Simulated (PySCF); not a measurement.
Two species compared at the same levels of theory.

First species: C2H5F3OSi.
Bonds: F1–C2, C2–F3, C2–F4, C2–C5, C5–O6, O6–Si7. Hydrogens: H8, H9 on C5; H10, H11, H12 on Si7.

Second species: C2H7BN2.
SMILES: `CC#[N+][BH2-]N`

Levels: PBE0/def2-SVPD for dipole moment, HOMO energy, LUMO energy, HOMO–LUMO gap, static isotropic polarisability and electronic spatial extent ⟨r²⟩ about the centre of nuclear charge; TDDFT PBE0/def2-SVPD for lowest singlet excitation; TDA PBE0/def2-SVPD for lowest triplet excitation (Tamm–Dancoff); ΔSCF PBE0/def2-SVPD for vertical ionisation energy; PBE0-D3(BJ)/def2-SVP for rotational constant A and rotational constant C. Geometries: PBE0-D3(BJ)/def2-SVP. Each species is one conformer at its optimised geometry, gas phase, non-relativistic unless stated; the electronic structure was computed with PySCF and density fitting.

The conformers computed, where there is a choice (atom-mapped SMILES and torsion angles):
- `[F:1][C:2]([F:3])([F:4])[CH2:5][O:6][SiH3:7]`: F1–C2–C5–O6 180°, C2–C5–O6–Si7 175°
- `[CH3:1][C:2]#[N+:3][BH2-:4][NH2:5]`: H–N5–B4–N3 76°, H–N5–B4–N3 -76°

Values for the first species:

- Dipole moment: 2.70 D
- HOMO energy: -8.79 eV
- LUMO energy: -0.22 eV
- HOMO–LUMO gap: 8.57 eV
- Lowest singlet excitation: 7.06 eV
- Lowest triplet excitation (Tamm–Dancoff): 6.69 eV
- Static isotropic polarisability: 58.8 au
- Vertical ionisation energy: 10.94 eV
- Electronic spatial extent ⟨r²⟩ about the centre of nuclear charge: 1136 bohr²
- Rotational constant A: 5.022 GHz
- Rotational constant C: 1.012 GHz

Question: Estimate the same properties for the second species, and the change in each.

Answer: 
```csv
property,first,second,second less first
dipole moment,2.70 D,7.44 D,+4.74 D
HOMO energy,-8.79 eV,-6.14 eV,+2.65 eV
LUMO energy,-0.22 eV,-0.25 eV,-0.03 eV
HOMO–LUMO gap,8.57 eV,5.89 eV,-2.68 eV
lowest singlet excitation,7.06 eV,4.81 eV,-2.25 eV
lowest triplet excitation (Tamm–Dancoff),6.69 eV,4.50 eV,-2.19 eV
static isotropic polarisability,58.8 au,61.4 au,+2.6 au
vertical ionisation energy,10.94 eV,8.40 eV,-2.54 eV
electronic spatial extent ⟨r²⟩ about the centre of nuclear charge,1136 bohr²,662 bohr²,-474 bohr²
rotational constant A,5.022 GHz,20.011 GHz,+14.989 GHz
rotational constant C,1.012 GHz,1.854 GHz,+0.842 GHz
```

On the first: The ΔSCF ionisation energy exceeds −ε(HOMO) by 2.15 eV with PBE0. No computed singlet falls in the visible range (750 to 380 nm, 1.65 to 3.26 eV); S1 lies 3.80 eV above its blue end.

On the second: The principal polarisabilities are 48.1, 50.6 and 85.6 au; their mean is the isotropic value. In atomic units the dipole is 2.93 e·bohr (1 au = 2.5417 D).
